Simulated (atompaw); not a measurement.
# H (Z = 1): one change to a PAW (atompaw) potential, before and after

- Element: hydrogen (H)
- Generator: atompaw 4.2.0.5
- Type: PAW
- Functional: PBE
- Relativity: scalar-relativistic
- Frozen core: none
- Valence charge: 1
- Reference configuration: 1s1
- Partial waves: 1s (bound): rc 1.40 bohr; 1s channel at 0.55 Ry: rc 1.40 bohr; 2p channel at 0.1 Ry: rc 1.10 bohr
- Local potential: troulliermartins scheme with l = 2 at -0.5 Ry, radius 0.95 bohr
- Core correction: none
- Augmentation charge: sinc compensation charge, radius 1.20 bohr; PAW radius 1.40 bohr; waves and projectors: custom polynom vanderbiltortho

Change: augmentation sinc compensation charge, radius 1.20 bohr; PAW radius 1.40 bohr; waves and projectors: custom rrkj gramschmidtortho.

Cutoffs: the cutoffs (Ry, on a coarse ladder) from which the occupation-weighted sum of valence levels, in a spherical-Bessel basis at the reference potential, stays within 10 and 1 mRy of its value at 400 Ry; they do not see the model core or the augmentation charge, which bear on the density cutoff.

**Question.** What does the change do?

**Answer.** The potential gets harder (12 Ry and 18 Ry → 15 Ry and 21 Ry); neither file shows a bound ghost.

| quantity | base | changed |
| --- | --- | --- |
| cutoff, loose | 12 Ry | 15 Ry |
| cutoff, tight | 18 Ry | 21 Ry |
| bound ghosts | none | none |
| s: phases at 1.40 bohr within 0.05 rad from the reference energy up to (Ry; the scan ends near 5) | to the end of the scan | to the end of the scan |
| p: phases at 1.40 bohr within 0.05 rad from the reference energy up to (Ry; the scan ends near 5) | to the end of the scan | to the end of the scan |
| lowest overlap eigenvalue by channel | s 0.98, p 1.00 | s 0.96, p 0.45 |

 The cutoffs see the waves, projectors and local potential, not the compensation charge or the core.
